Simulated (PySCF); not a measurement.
# Er(SH)3 at several levels of theory

Computed with PySCF 2.14.0 (density fitting, no spin-orbit coupling) at the geometry relaxed with PBE0:

```xyz
7
Er(SH)3 (singlet in the valence; each metal's 4f electrons, 11 of them, lie in its core potential, out of spins and levels)
Er    0.0000    0.0000    0.8576
S     2.5169    0.4237    0.9006
H     2.8352   -0.8928    0.9433
S    -1.6254    1.9679    0.9006
H    -0.6444    2.9018    0.9433
S    -0.8915   -2.3915    0.9006
H    -2.1908   -2.0090    0.9433
```

```csv
level,basis,state,HOMO (eV),gap (eV),charge on Er1 (e),population of f-type functions on Er1 (polarisation alone where 4f lies in the core),dipole about the centre of mass (D),largest force component (eV/Å)
PBE0,"Er lcecp-1-SVP with ECP57, S def2-SVP, H def2-SVP",singlet,-7.50,5.06,0.82,0.03,0.18,0.00
B3LYP,the same,singlet,-7.18,4.47,0.72,0.03,0.18,0.19
PBE0,"Er lcecp-1-TZVP with ECP57, S def2-TZVP, H def2-TZVP",singlet,-7.56,5.12,1.24,0.03,0.20,0.21
```

In the lcecp rows the 4f levels are missing from HOMO and gap, and the state counts the valence alone.

Charges are Mulliken's, which hang on the basis. The relaxation used the grid (50, 194), these runs (75, 302) or, all-electron (x2c bases, spin-free X2C Hamiltonian), (99, 590).

(1) What does TPSSh with Er lcecp-1-SVP with ECP57, S def2-SVP, H def2-SVP give here?

An lcecp potential fixes the number of 4f electrons, so in runs with it no electron can move into or out of that shell.

## Answers

(1) state singlet, HOMO (eV) -6.89, gap (eV) 4.24, charge on Er1 (e) 0.85, population of f-type functions on Er1 (polarisation alone where 4f lies in the core) 0.03, dipole about the centre of mass (D) 0.18, largest force component (eV/Å) 0.14. Time: 9 s on 2 threads of Arm Neoverse V1, with other jobs on the host, from an already converged density.
